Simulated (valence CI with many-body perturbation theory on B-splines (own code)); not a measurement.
**Ag7+: key properties**

Computed by relativistic CI+MBPT: four valence electrons over a frozen Dirac-Fock core [Kr], radial functions for each j: 9 s, 9 p, 10 d, 8 f, 5 g, 3 h, 1 i, with the one-electron correlation potential Σ1, the two-electron term Σ2, the three-electron term Σ3, Breit, model QED; selected CI, second order for the rest, scaled by the run's own slope (own B-spline code, finite nucleus).

Set against measurement, 28 paired levels are off by 389 cm⁻¹ on average, the worst by 1561. These come from a selection out of Atoms 5, 11 (2017), spectra Ag VII to Ag IX. Levels without a partner in it may be off by more, other configurations by 1,000 to 8,000 cm⁻¹. Among the levels kept, up to 270 cm⁻¹ of a level comes from second order outside the variational space, and about a tenth of that is noise between levels of different J, which matters for small intervals. Only levels of the ground parity were solved; by the run's estimate the other parity begins above the list, which can be wrong where configurations are misplaced.

Rates and lifetimes use the calculated energies. Strong lines usually hold to 10 to 20 %, long lifetimes can be off by a factor of two.

Q: What is the ground level?

A: 4d⁴ ⁵D_0, composition 91 % 4d⁴ ⁵D + 8 % 4d⁴ ³P.

Q: What is the ionisation energy?

A: 125.58 eV; NIST lists 125 ± 2.1 eV (theoretical).

Q: Name the longest-lived excited levels whose lifetime is computed, and their main decay.

A: 4d⁴ ³H_6 at 27066 cm⁻¹ lives 9.04 s, mostly by M1 to 4d⁴ ³H_5; 4d⁴ ⁵D_1 at 1313 cm⁻¹ lives 8.66 s, mostly by M1 to 4d⁴ ⁵D_0; 4d⁴ ⁵D_4 at 7399 cm⁻¹ lives 3.80 s, mostly by M1 to 4d⁴ ⁵D_3.

Q: How well does LS coupling describe the low levels?

A: Among the lowest 20 levels the leading LS term, summed over configurations, holds 81 % on average. For single configurations the figures are 81 % in LS and 60 % in jj coupling. Terms mix most in the J = 4 level at 29104 cm⁻¹, where the leading one holds 49 %.

Q: How is the term ⁵D of the ground level split?

A: J = 0 at 0, J = 1 at 1313, J = 2 at 3176, J = 3 at 5246, J = 4 at 7399 cm⁻¹.
